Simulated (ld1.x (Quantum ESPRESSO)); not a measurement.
**Mg (Z = 12): excitation energies, all-electron against TM semilocal**

Mg (Z = 12), norm-conserving Troullier–Martins (semilocal form), made with ld1.x (Quantum ESPRESSO) 7.5 (LDA (PZ), scalar-relativistic). Core [Ne], reference 3s2 3p0. Waves: 3s (bound): rc 2.50 bohr; 3p (bound, empty): rc 3.05 bohr. Local part: the p channel. Core correction: none.

Energies are relative to the spin-unpolarised reference configuration 3s2 3p0; without spin polarisation the order of configurations can differ from experiment. Spin-polarised rows fill each open shell by Hund’s rule, majority spin first.

(1) Give the all-electron excitation energy and the error of the potential for: 3s1 3p0; 3s1.5 3p0; 3s1 3p1; 3s0 3p2; 3s0 3p1; 3s1 3p0 (spin-polarised); 3s1.5 3p0 (spin-polarised).

Results:

(1)

```tsv
valence configuration	charge	ΔE all-electron (eV)	error AE − PS (meV)
3s1 3p0	+1	8.074	+28
3s1.5 3p0	+0.5	3.192	+4.2
3s1 3p1	0	3.523	+12
3s0 3p2	0	7.269	+61
3s0 3p1	+1	12.465	+107
3s1 3p0 (spin-polarised)	+1	7.753	+115
3s1.5 3p0 (spin-polarised)	+0.5	3.135	+14
```
